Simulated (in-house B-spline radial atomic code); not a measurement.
Computed with a B-spline radial atomic code. Model: two electrons, singlet ground state, non-relativistic, full CI in B-splines with partial waves to l = 8 (at full coupling up to 3e-4 hartree above the limit, correlation up to 0.6 % small), density held at that of full coupling by Lieb maximisation.

Along the adiabatic connection the electron repulsion is scaled by a coupling λ while a local potential keeps the density fixed. At λ = 0 the system is the Kohn-Sham one and W equals the exchange energy; the exchange-correlation energy is the area under W between 0 and 1. The kinetic energy rises with λ as the electrons avoid each other, with dT/dλ = −λ dW/dλ.

Command:
```bash
python run_ac.py task.json out
```
Settings (lengths in bohr, energies in hartree):
```
potential              gauss
strength               2.11
lmax                   8
second                 7.48
```

Cost of the run: 29 s on 1 thread of Intel(R) Xeon(R) Processor @ 2.30GHz (shared host).

**W = mean repulsion less Hartree energy, and W of three functionals.**

Given: confinement Gaussian well; well depth 2.11 hartree; well width 7.48 bohr; external potential -V exp(-r^2/w^2).

Computed: PBE exchange minus exact 14.926 millihartree; SCAN exchange minus exact 0.84006 millihartree.

```json
{"coupling": "0", "W xc (hartree)": "-0.35187", "W xc minus exchange (millihartree)": "0", "kinetic minus Kohn-Sham (millihartree)": "0", "LDA (PW92) W minus its exchange (millihartree)": "0", "PBE W minus its exchange (millihartree)": "0", "SCAN W minus its exchange (millihartree)": "0"}
{"coupling": "0.02", "W xc (hartree)": "-0.35386", "W xc minus exchange (millihartree)": "-1.989", "kinetic minus Kohn-Sham (millihartree)": "0.02", "LDA (PW92) W minus its exchange (millihartree)": "-9.51", "PBE W minus its exchange (millihartree)": "-3.25", "SCAN W minus its exchange (millihartree)": "-1.87"}
{"coupling": "0.05", "W xc (hartree)": "-0.35674", "W xc minus exchange (millihartree)": "-4.874", "kinetic minus Kohn-Sham (millihartree)": "0.12", "LDA (PW92) W minus its exchange (millihartree)": "-18.61", "PBE W minus its exchange (millihartree)": "-7.63", "SCAN W minus its exchange (millihartree)": "-4.53"}
{"coupling": "0.12", "W xc (hartree)": "?", "W xc minus exchange (millihartree)": "?", "kinetic minus Kohn-Sham (millihartree)": "?", "LDA (PW92) W minus its exchange (millihartree)": "?", "PBE W minus its exchange (millihartree)": "?", "SCAN W minus its exchange (millihartree)": "?"}
{"coupling": "0.25", "W xc (hartree)": "-0.37333", "W xc minus exchange (millihartree)": "-21.458", "kinetic minus Kohn-Sham (millihartree)": "2.54", "LDA (PW92) W minus its exchange (millihartree)": "-53.08", "PBE W minus its exchange (millihartree)": "-29.61", "SCAN W minus its exchange (millihartree)": "-19.67"}
{"coupling": "0.4", "W xc (hartree)": "-0.38329", "W xc minus exchange (millihartree)": "-31.424", "kinetic minus Kohn-Sham (millihartree)": "5.75", "LDA (PW92) W minus its exchange (millihartree)": "-69.17", "PBE W minus its exchange (millihartree)": "-41.7", "SCAN W minus its exchange (millihartree)": "-28.91"}
{"coupling": "0.6", "W xc (hartree)": "?", "W xc minus exchange (millihartree)": "?", "kinetic minus Kohn-Sham (millihartree)": "?", "LDA (PW92) W minus its exchange (millihartree)": "?", "PBE W minus its exchange (millihartree)": "?", "SCAN W minus its exchange (millihartree)": "?"}
{"coupling": "0.8", "W xc (hartree)": "-0.40285", "W xc minus exchange (millihartree)": "-50.977", "kinetic minus Kohn-Sham (millihartree)": "17.2", "LDA (PW92) W minus its exchange (millihartree)": "-97.72", "PBE W minus its exchange (millihartree)": "-64.93", "SCAN W minus its exchange (millihartree)": "-47.85"}
{"coupling": "1", "W xc (hartree)": "-0.41", "W xc minus exchange (millihartree)": "-58.127", "kinetic minus Kohn-Sham (millihartree)": "23.61", "LDA (PW92) W minus its exchange (millihartree)": "-107.81", "PBE W minus its exchange (millihartree)": "-73.55", "SCAN W minus its exchange (millihartree)": "-55.16"}
{"coupling": "1.4", "W xc (hartree)": "-0.421", "W xc minus exchange (millihartree)": "-69.133", "kinetic minus Kohn-Sham (millihartree)": "36.7", "LDA (PW92) W minus its exchange (millihartree)": "-123.44", "PBE W minus its exchange (millihartree)": "-87.23", "SCAN W minus its exchange (millihartree)": "-66.87"}
{"coupling": "2", "W xc (hartree)": "-0.43239", "W xc minus exchange (millihartree)": "-80.516", "kinetic minus Kohn-Sham (millihartree)": "55.82", "LDA (PW92) W minus its exchange (millihartree)": "-140.08", "PBE W minus its exchange (millihartree)": "-102.15", "SCAN W minus its exchange (millihartree)": "-79.59"}
{"coupling": "3", "W xc (hartree)": "-0.44432", "W xc minus exchange (millihartree)": "-92.447", "kinetic minus Kohn-Sham (millihartree)": "85.14", "LDA (PW92) W minus its exchange (millihartree)": "-158.47", "PBE W minus its exchange (millihartree)": "-118.96", "SCAN W minus its exchange (millihartree)": "-93.36"}
{"coupling": "4.5", "W xc (hartree)": "-0.45482", "W xc minus exchange (millihartree)": "-102.95", "kinetic minus Kohn-Sham (millihartree)": "123.8", "LDA (PW92) W minus its exchange (millihartree)": "-175.75", "PBE W minus its exchange (millihartree)": "-134.99", "SCAN W minus its exchange (millihartree)": "-105.34"}
{"coupling": "7", "W xc (hartree)": "-0.46458", "W xc minus exchange (millihartree)": "-112.71", "kinetic minus Kohn-Sham (millihartree)": "178.7", "LDA (PW92) W minus its exchange (millihartree)": "-192.94", "PBE W minus its exchange (millihartree)": "-151.12", "SCAN W minus its exchange (millihartree)": "-115.65"}
{"coupling": "10", "W xc (hartree)": "-0.47128", "W xc minus exchange (millihartree)": "-119.41", "kinetic minus Kohn-Sham (millihartree)": "234.78", "LDA (PW92) W minus its exchange (millihartree)": "-205.43", "PBE W minus its exchange (millihartree)": "-162.92", "SCAN W minus its exchange (millihartree)": "-121.84"}
```

Problem. What belongs in the row 0.12?

Solution. W xc (hartree): -0.36305; W xc minus exchange (millihartree): -11.175; kinetic minus Kohn-Sham (millihartree): 0.65; LDA (PW92) W minus its exchange (millihartree): -33.72; PBE W minus its exchange (millihartree): -16.44; SCAN W minus its exchange (millihartree): -10.29.

Problem. What belongs in the row 0.6?

Solution. W xc (hartree): -0.39413; W xc minus exchange (millihartree): -42.257; kinetic minus Kohn-Sham (millihartree): 11.13; LDA (PW92) W minus its exchange (millihartree): -85.27; PBE W minus its exchange (millihartree): -54.56; SCAN W minus its exchange (millihartree): -39.24.

Problem. What is the LDA exchange minus exact?

Solution. 50.738 millihartree.

**Energy parts, natural occupations and partial-wave weights.**

Computed: exchange energy -0.35187 hartree; correlation energy -0.034512 hartree; initial slope twice GL2 -0.10077 hartree; kinetic part over minus potential part 0.40626; Hartree energy 0.70374 hartree; Kohn-Sham kinetic 0.29482 hartree; Lieb Oxford ratio E_xc over LDA exchange 1.2831.

| natural | occupation of the shell (electrons) |
| --- | --- |
| s | 1.9107 |
| p | 0.082453 |
| s | 0.0048304 |
| d | 0.0013118 |
| p | ? |
| f | 0.00014294 |

Problem. What belongs in the row p?

Solution. occupation of the shell (electrons): 0.00033389.

```tsv
wave	weight
s	0.95781
p	0.041402
d	0.00068387
f	?
g	1.6832e-05
```

Problem. What belongs in the row f?

Solution. weight: 7.8744e-05.

Problem. What is the kinetic part of the DFT correlation energy?

Solution. 0.023614 hartree.

Problem. What is the total energy?

Solution. -3.0896 hartree.

Half-way to full coupling W has made 63 % of its drop, against 50 % for a straight line, and second-order (GL2) theory, half the initial slope, overshoots the correlation energy by about 46 %: a marked bend. Over couplings 0 to 1 the errors in E_xc come to about +14 millihartree for LDA, +4.5 millihartree for PBE, +3.2 millihartree for SCAN, so SCAN is nearest. In LDA and PBE the errors of exchange and correlation have opposite signs, so the sum is smaller than the larger of the two.
